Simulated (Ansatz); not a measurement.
Born–Oppenheimer molecular dynamics of Cl₂FGeHO (6 atoms, charge 0, multiplicity 1). It starts from a relaxed structure.

Level of theory: RKS B3LYP-D4/def2-SVP in Ansatz.

| Item | Value |
| --- | --- |
| ensemble | NVT, Langevin thermostat |
| time step | 0.5 fs |
| steps asked | 100 |
| set temperature | 300 K |
| friction | 0.001 /fs |
| seed | 441116 |

First frame:

```xyz
6
Properties=species:S:1:pos:R:3
Ge -0.032 -0.030 -0.084
F 0.023 -0.064 1.644
O 1.601 -0.019 -0.718
H 2.082 -0.842 -0.545
Cl -0.980 1.769 -0.704
Cl -1.131 -1.766 -0.687
```

How far do the bonds stretch over the last three quarters of this one trajectory? (Pairs bonded in most of those frames.)


```json
{"bond": "Ge1–F2", "mean (Å)": "1.729", "spread (Å)": "0.026", "shortest": "1.70", "longest": "1.78"}
{"bond": "Ge1–O3", "mean (Å)": "1.755", "spread (Å)": "0.013", "shortest": "1.74", "longest": "1.77"}
{"bond": "Ge1–Cl5", "mean (Å)": "2.121", "spread (Å)": "0.008", "shortest": "2.11", "longest": "2.13"}
{"bond": "Ge1–Cl6", "mean (Å)": "2.125", "spread (Å)": "0.020", "shortest": "2.10", "longest": "2.16"}
{"bond": "O3–H4", "mean (Å)": "0.970", "spread (Å)": "0.012", "shortest": "0.95", "longest": "0.99"}
```

Mean temperature of the second half: 90 K. The mean temperature of the second half is 70 % below the set value. A run of 0.05 ps of so small a system gives no equilibrium averages.

Time of the run: 3.5 min on 2 threads of Arm Neoverse V2, with other jobs on the host, peak memory 0.24 GiB.
